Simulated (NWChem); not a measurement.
System: C₄H₄F₂; SMILES FC(C#C)(C)F

The following NWChem deck was run.

```
start job
memory heap 200 mb stack 900 mb global 1100 mb
geometry units angstroms noautosym nocenter noautoz
  C     -0.040368     2.370910     0.000000
  C     -0.056090     1.150625     0.000000
  C     -0.021770    -0.324117     0.000000
  C      1.380518    -0.905915     0.000000
  F     -0.704864    -0.787547    -1.104526
  F     -0.704864    -0.787547     1.104526
  H     -0.041873     3.452562     0.000000
  H      1.928913    -0.574817     0.901387
  H      1.299519    -2.009738     0.000000
  H      1.928913    -0.574817    -0.901387
end
basis spherical
  * library def2-tzvp
end
dft
  xc m06-2x
  iterations 150
  semidirect filesize 400000000
end
cosmo
  do_cosmo_smd true
  solvent water
end
task dft energy
```

Excerpt of the output:

```
             Northwest Computational Chemistry Package (NWChem) 7.3.0
             --------------------------------------------------------

                             Geometry "geometry" -> ""
                             -------------------------

 Output coordinates in angstroms (scale by  1.889725989 to convert to a.u.)

  No.       Tag          Charge          X              Y              Z
 ---- ---------------- ---------- -------------- -------------- --------------
    1 C                    6.0000    -0.04036800     2.37091000     0.00000000
    2 C                    6.0000    -0.05609000     1.15062500     0.00000000
    3 C                    6.0000    -0.02177000    -0.32411700     0.00000000
    4 C                    6.0000     1.38051800    -0.90591500     0.00000000
    5 F                    9.0000    -0.70486400    -0.78754700    -1.10452600
    6 F                    9.0000    -0.70486400    -0.78754700     1.10452600
    7 H                    1.0000    -0.04187300     3.45256200     0.00000000
    8 H                    1.0000     1.92891300    -0.57481700     0.90138700
    9 H                    1.0000     1.29951900    -2.00973800     0.00000000
   10 H                    1.0000     1.92891300    -0.57481700    -0.90138700

 Effective nuclear repulsion energy (a.u.)     225.4647658734

                                 NWChem DFT Module
                                 -----------------

 Summary of "ao basis" -> "ao basis" (spherical)
 ------------------------------------------------------------------------------
       Tag                 Description            Shells   Functions and Types
 ---------------- ------------------------------  ------  ---------------------
 C                         def2-tzvp                11       31   5s3p2d1f
 F                         def2-tzvp                11       31   5s3p2d1f
 H                         def2-tzvp                 4        6   3s1p

 in cosmo_initialize ...
 calling solv_data for solv:h2o

 solvent parameters
 solvname_short: h2o
 solvname_long:  water
 dielec:       78.4000
 dielecinf:     1.7769
 aqueous SMD model solvent descriptors
 dielec:       78.4000
 sola:          0.8200

          ---------------
          -cosmo- solvent
          ---------------
 Cosmo: York-Karplus, doi: 10.1021/jp992097l
 dielectric constant -eps-     =  78.40
 screen = (eps-1)/(eps    )    =   0.98724
 surface charge correction     = lagrangian

   van der Waals surface
 --------------------------

[...]

                                COSMO-SMD solvation results
                                ---------------------------

             internal energy in gas <Psi(g)|H|Psi(g)> =      -354.456416325860
         internal energy in solvent <Psi(s)|H|Psi(s)> =      -354.454647698084
                               delta internal energy  =         0.001768627776 (    1.11 kcal/mol)
   total free energy in solvent <Psi(s)|H+V/2|Psi(s)> =      -354.466839618457
 polarization energy contribution <Psi(s)|V/2|Psi(s)> =        -0.012191920373 (   -7.65 kcal/mol)
    total free energy in solvent including G(SMD-CDS) =      -354.458404813356
                       G(SMD-CDS) energy contribution =         0.008434805101 (    5.29 kcal/mol)
     1 M fixed-concentration free energy of solvation =        -0.001988487495 (   -1.25 kcal/mol)

                       DFT Final Molecular Orbital Analysis
                       ------------------------------------

 Vector   21  Occ=2.000000D+00  E=-4.467070D-01
              MO Center=  1.9D-01, -5.3D-01,  1.3D-07, r^2= 2.4D+00
   Bfn.  Coefficient  Atom+Function         Bfn.  Coefficient  Atom+Function
  ----- ------------  ---------------      ----- ------------  ---------------
    35      0.249415   2 C  s                 5      0.234583   1 C  s
    99      0.231164   4 C  px               44     -0.208753   2 C  py
   102      0.198850   4 C  px               68     -0.190464   3 C  px
   130      0.179454   5 F  px              161      0.179454   6 F  px
    67     -0.160887   3 C  s               131     -0.161092   5 F  py

 Vector   22  Occ=2.000000D+00  E=-3.734298D-01
              MO Center= -5.3D-02,  1.6D+00,  2.0D-09, r^2= 1.6D+00
   Bfn.  Coefficient  Atom+Function         Bfn.  Coefficient  Atom+Function
  ----- ------------  ---------------      ----- ------------  ---------------
    39      0.302416   2 C  pz                8      0.294725   1 C  pz
    42      0.268832   2 C  pz               11      0.254993   1 C  pz
    45      0.137918   2 C  pz               14      0.127439   1 C  pz
   131      0.074187   5 F  py              162     -0.074187   6 F  py
   134      0.061805   5 F  py              165     -0.061805   6 F  py

 Vector   23  Occ=2.000000D+00  E=-3.680494D-01
              MO Center=  2.4D-02,  1.6D+00,  1.1D-08, r^2= 2.0D+00
   Bfn.  Coefficient  Atom+Function         Bfn.  Coefficient  Atom+Function
  ----- ------------  ---------------      ----- ------------  ---------------
     6      0.295565   1 C  px               37      0.290473   2 C  px
    40      0.256783   2 C  px                9      0.253981   1 C  px
    43      0.146207   2 C  px               12      0.128444   1 C  px
   100     -0.081414   4 C  py              103     -0.067340   4 C  py
    67     -0.066034   3 C  s               200      0.056958   9 H  s

 Vector   24  Occ=0.000000D+00  E= 3.322251D-02
              MO Center= -2.9D-02,  1.5D+00,  1.2D-08, r^2= 3.2D+00
   Bfn.  Coefficient  Atom+Function         Bfn.  Coefficient  Atom+Function
  ----- ------------  ---------------      ----- ------------  ---------------
    14      0.646538   1 C  pz               45     -0.534044   2 C  pz
     8      0.273980   1 C  pz               39     -0.249184   2 C  pz
    76     -0.231436   3 C  pz               11      0.223766   1 C  pz
    42     -0.214147   2 C  pz              129     -0.206436   5 F  s
   160      0.206436   6 F  s                73     -0.196273   3 C  pz

[...]
```

Level: M06-2X/def2-TZVP, SMD on the gas-phase geometry. Coordinates come from a PBE-D3(BJ)/def2-SVP optimisation. Solvent: water.
